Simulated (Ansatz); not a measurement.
Reaction (ligand exchange at a B–O bond): `BO[SiH](C)Br` + `[SH][GeH3]` → `B[S][GeH3]` + `C[SiH](O)Br`

Gas-phase electronic energies from Ansatz, PBE0-D4/def2-TZVP geometries. CBS: MP2 limit from def2 TZ/QZ plus the TZ coupled-cluster correction, frozen cores. For Br, Ge outer-core shells are correlated without core-valence functions, which leaves a few kJ/mol of doubt a bond. Scalar relativity is left out up to krypton. One conformer a species, not always the lowest.

| species | SCS-MP2/def2-TZVPP energy (Eh) |
| --- | --- |
| `BO[SiH](C)Br` | -3003.37338 |
| `[SH][GeH3]` | -2475.69560 |
| `B[S][GeH3]` | -2501.08145 |
| `C[SiH](O)Br` | -2977.97132 |

Q: Work out ΔE.

A: ΔE = (-2501.08145) + (-2977.97132) − (-3003.37338) − (-2475.69560) = 0.01621 Eh = +42.6 kJ/mol. CCSD(T)/CBS gives +39.4 kJ/mol.

Largest T1 diagnostic among the species: 0.014.

In def2-TZVPP, CCSD(T) changes the Hartree–Fock value by −18.2 kJ/mol (the triples alone add −3.6 kJ/mol) and MP2 by −21.3 kJ/mol. From PBE to PBE0 (25 % exact exchange), in def2-TZVPP and without D4, ΔE moves by +4.1 kJ/mol.
